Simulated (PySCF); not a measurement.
C3H7O, SMILES CC(C)[O], doublet, PBE0/def2-SVP optimised geometry.

```
11

C     -0.24    -0.87     1.23
C      0.22    -0.09     0.00
C     -0.24     1.37     0.00
O     -0.05    -0.72    -1.17
H     -1.34    -0.91     1.26
H      0.12    -0.41     2.16
H      0.14    -1.91     1.18
H      1.34    -0.09     0.00
H     -1.34     1.42    -0.01
H      0.12     1.91     0.89
H      0.14     1.89    -0.90
```

Density from unrestricted PBE0/def2-TZVP (PySCF) at that geometry.

Minimum of the electron density along straight lines between bonded atoms, close to the bond critical point (lines longer than 1.1 times the sum of covalent radii, or with two minima, are not listed):

```csv
bond,length / Å,ρ at the minimum / e bohr⁻³,∇²ρ there / e bohr⁻⁵,position (fraction from the first atom)
C1–C2,1.529,0.249,-0.63,0.49
C2–C3,1.529,0.249,-0.63,0.51
C2–O4,1.358,…,-0.62,0.34
C1–H5,1.101,0.271,-0.91,0.64
C1–H6,1.100,0.271,-0.91,0.64
C1–H7,1.099,0.273,-0.92,0.64
C2–H8,1.122,0.259,…,0.64
C3–H9,1.101,0.271,-0.91,0.64
C3–H10,1.100,0.271,-0.91,0.64
C3–H11,1.099,0.273,-0.92,0.64
```

What belongs in the gaps?


- C2–O4, ρ at the minimum / e bohr⁻³: 0.302
- C2–H8, ∇²ρ there / e bohr⁻⁵: -0.85
